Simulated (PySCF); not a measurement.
SMILES O([Si](OC)(OC)OC)C (C4H12O4Si) (GFN2-xTB optimised geometry):

```
21

C     -1.465    -1.009    -2.591
O     -1.391    -1.514    -1.282
Si    -0.651    -0.844     0.000
O      0.973    -0.844     0.000
C      1.831    -1.944     0.172
O     -1.093    -1.737     1.283
C     -2.386    -2.173     1.621
O     -1.095     0.718     0.000
C     -0.586     1.756     0.800
H     -0.482    -1.032    -3.067
H     -1.830     0.019    -2.584
H     -2.156    -1.644    -3.147
H      1.760    -2.623    -0.680
H      1.573    -2.491     1.080
H      2.847    -1.557     0.248
H     -2.847    -2.689     0.778
H     -3.015    -1.326     1.904
H     -2.290    -2.856     2.466
H     -1.019     2.689     0.439
H      0.501     1.798     0.725
H     -0.863     1.604     1.846
```

Method: PBE/def2-SVP (PySCF).

Task: What are the frontier orbital energies and the dipole moment?

Result: HOMO-2 -6.44 eV, HOMO-1 -6.20 eV, HOMO -6.20 eV, LUMO 0.75 eV, LUMO+1 1.46 eV; dipole moment 0.01 D.

On the same geometry PBE0/def2-SVP run with PySCF 2.14.0 gives HOMO-2 -8.13 eV, HOMO-1 -7.87 eV, HOMO -7.87 eV, LUMO 1.70 eV, LUMO+1 2.35 eV; dipole moment 0.01 D.

Meta-Löwdin charges at PBE/def2-SVP: C1 -0.09, O2 -0.58, Si3 1.46, O4 -0.58, C5 -0.09, O6 -0.58, C7 -0.09, O8 -0.58, C9 -0.09, H10 0.09, H11 0.10, H12 0.11, H13 0.09, H14 0.10, H15 0.11, H16 0.10, H17 0.09, H18 0.11, H19 0.11, H20 0.10, H21 0.09.
